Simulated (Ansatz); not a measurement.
A nudged elastic band was laid between two geometries of H4OSn (6 atoms, charge 0, multiplicity 1).

Theory: Ansatz 0.2.0, RKS BLYP-D4/def2-SVP.

* movable images: 5
* climbing image: yes
* spring: 5.0 eV/Å²
* optimiser: quadratic models (default)
* start path: through a guess of the saddle point
* force threshold: 0.03 eV/Å
* iteration limit: 60
* end points: relaxed

Image 0:

```xyz
6
Properties=species:S:1:pos:R:3
Sn 0.168 -0.046 0.299
H -0.042 -0.028 2.026
O 2.145 -0.029 -0.149
H 2.590 -0.805 0.247
H -0.380 1.413 -0.442
H -0.580 -1.457 -0.394
```

Image 6:

```xyz
6
Properties=species:S:1:pos:R:3
Sn -0.654 0.646 0.331
H 1.476 -1.074 1.254
O 1.615 -0.121 1.073
H 2.029 -0.116 0.184
H 0.278 0.850 -1.228
H -0.843 -1.137 -0.028
```

**Question.** What changes between the two ends?

**Answer.** Bonds broken: Sn1–H2. Bonds formed: H2–O3.

**Question.** Give the energies along the band, and the barrier.

**Answer.** The run converged. The highest image is number 2 of 0 to 6, 1.68 eV above the first end and 1.78 eV above the last; the last end lies 0.10 eV below the first. Neighbouring images differ by up to 1.5 eV, so the band resolves the path poorly. A vibrational analysis at the climbing image gives one clearly imaginary mode, 1042i cm⁻¹: a first-order saddle point. The orbitals stay closed-shell, which can raise the energy where a bond breaks towards radicals; this wasn't checked here.

```json
{"image": "0", "path coordinate (Å)": "0.00", "energy (eV)": "0.00", "Sn1–H2 (Å)": "1.74", "H2–O3 (Å)": "3.09"}
{"image": "1", "path coordinate (Å)": "0.72", "energy (eV)": "0.52", "Sn1–H2 (Å)": "1.71", "H2–O3 (Å)": "2.43"}
{"image": "2", "path coordinate (Å)": "1.44", "energy (eV)": "1.68", "Sn1–H2 (Å)": "1.78", "H2–O3 (Å)": "1.61"}
{"image": "3", "path coordinate (Å)": "2.20", "energy (eV)": "0.14", "Sn1–H2 (Å)": "2.40", "H2–O3 (Å)": "0.99"}
{"image": "4", "path coordinate (Å)": "2.95", "energy (eV)": "-0.07", "Sn1–H2 (Å)": "2.94", "H2–O3 (Å)": "0.98"}
{"image": "5", "path coordinate (Å)": "3.71", "energy (eV)": "-0.09", "Sn1–H2 (Å)": "2.96", "H2–O3 (Å)": "0.98"}
{"image": "6", "path coordinate (Å)": "4.46", "energy (eV)": "-0.10", "Sn1–H2 (Å)": "2.89", "H2–O3 (Å)": "0.98"}
```

**Question.** What is the geometry of the highest image?

**Answer.** 
```xyz
6
Properties=species:S:1:pos:R:3:forces:R:3
Sn -0.214 -0.013 0.347 0.00 -0.01 0.01
H 0.973 -0.050 1.672 0.00 0.01 -0.01
O 2.013 0.037 0.443 0.01 0.00 0.00
H 2.343 -0.890 0.402 -0.01 0.00 0.00
H -0.586 1.379 -0.647 0.00 0.00 0.00
H -0.628 -1.415 -0.631 0.00 0.00 0.00
```

Time of the run: 36 s on 1 thread of Intel(R) Xeon(R) 6975P-C (Granite Rapids), on a shared host, peak memory 0.12 GiB.
